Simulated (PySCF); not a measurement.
Rotational lines of BeCl⁺

Lines J+1 ← J of the vibrational ground state, computed from RHF-CCSD(T) constants of BeCl⁺, ¹Σ⁺ (singlet), closed shell (PySCF, no relativity, basis sets Be pcseg-2, Cl pcseg-2; masses 9.0122 and 34.9689 u), in MHz:

```
J   ν (MHz)
0   47442.8
1   94884.3
2  142323.0
3  189757.7
4  237186.9
```

Task: Find B0 and the effective bond length r0; with αe = 0.00611 cm⁻¹, find Re.

Result: ν = 2B0(J+1) − 4D(J+1)³ gives B0 = 0.79126 cm⁻¹. With the reduced mass μred = 7.1655 u, r0 = √(16.8576/(μred·B0)) (u, cm⁻¹, Å) = 1.7243 Å. Be = B0 + αe/2 = 0.79431 cm⁻¹ gives Re = 1.721 Å.

Correlated steps freeze 5 core orbitals. For an ion De counts to the pair picked by the measured ionisation energies or electron affinities, which need not be the lowest pair at this level. Where the molecule has an RHF reference, its open-shell atoms are computed with UHF.
